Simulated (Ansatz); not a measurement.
Input (CCSDTQ/aug-cc-pVDZ; Ansatz, a quantum-chemistry and plane-wave program):

Ansatz 0.2 input:
```yaml
crystal:
  periodic: [false, false, false]
  atoms:
    - {symbol: B, position_ang: [0.03154051, 0.00000000, -0.86289106]}
    - {symbol: N, position_ang: [-0.04724772, 0.00000000, 0.41798935]}
    - {symbol: H, position_ang: [0.17303150, 0.00000000, 1.38852984]}
basis:
  gaussian:
    orbitals: aug-cc-pVDZ
total_charge: -1
magnetization: {spin_polarized: false}
correlation: {method: ccsdtq, electrons: outside_noble_gas}
```

Output:

```
Functional definition: HF
integrals: 0.04 GiB planned
886 factors; integrals over basis functions are off by at most 1.7e-7 eV
mean field: 0.11 GiB planned
mean field evaluation 1: about -2167.4562 eV, gradient 1.3e1 eV
mean field evaluation 2: about -2167.4572 eV, gradient 1.3e1 eV
mean field evaluation 4: about -2168.2742 eV, gradient 1.8e0 eV
mean field evaluation 8: about -2168.2896 eV, gradient 5.2e-4 eV
mean field evaluation 16: about -2168.2883 eV, gradient 1.5e-1 eV
mean field -2168.28957513 eV, -79.6831721664 hartree, gradient 9.1e-7 eV, S^2 0.000000; 0 other end points of the search recorded, 0 dependent functions left out
2 core orbitals not correlated
reference -2168.28957513 eV, -79.6831721664 hartree; 5, 5 occupied and 48, 48 virtual orbitals, 886 factors
second order -7.23887538 eV of doubles, -0.00000000 eV of singles
coupled cluster: 6.75 GiB planned
cycle   1  -7.29104286 eV  change   -5.2e-2 eV  update   1.0e-1
cycle   2  -7.71455686 eV  change   -4.2e-1 eV  update   6.1e-2
cycle   3  -8.02093033 eV  change   -3.1e-1 eV  update   2.8e-2
cycle   4  -7.98707513 eV  change    3.4e-2 eV  update   1.1e-2
cycle   5  -7.98478057 eV  change    2.3e-3 eV  update   6.4e-3
cycle   6  -7.99364462 eV  change   -8.9e-3 eV  update   4.6e-3
cycle   7  -7.99258316 eV  change    1.1e-3 eV  update   2.1e-3
cycle   8  -7.99023199 eV  change    2.4e-3 eV  update   1.8e-3
cycle   9  -7.99000960 eV  change    2.2e-4 eV  update   9.7e-4
cycle  10  -7.99079739 eV  change   -7.9e-4 eV  update   8.4e-4
cycle  11  -7.99060804 eV  change    1.9e-4 eV  update   5.2e-4
cycle  12  -7.99064379 eV  change   -3.6e-5 eV  update   4.0e-4
cycle  13  -7.99056292 eV  change    8.1e-5 eV  update   4.1e-4
cycle  14  -7.99049528 eV  change    6.8e-5 eV  update   3.3e-4
cycle  15  -7.99049076 eV  change    4.5e-6 eV  update   1.2e-4
cycle  16  -7.99049474 eV  change   -4.0e-6 eV  update   7.3e-5
cycle  17  -7.99049731 eV  change   -2.6e-6 eV  update   4.1e-5
cycle  18  -7.99049763 eV  change   -3.2e-7 eV  update   1.6e-5
cycle  19  -7.99049803 eV  change   -4.0e-7 eV  update   1.1e-5
cycle  20  -7.99049794 eV  change    9.0e-8 eV  update   3.3e-6
cycle  21  -7.99049762 eV  change    3.2e-7 eV  update   1.2e-6
Total energy: -2176.28007275 eV, -79.9768175380 hartree
```
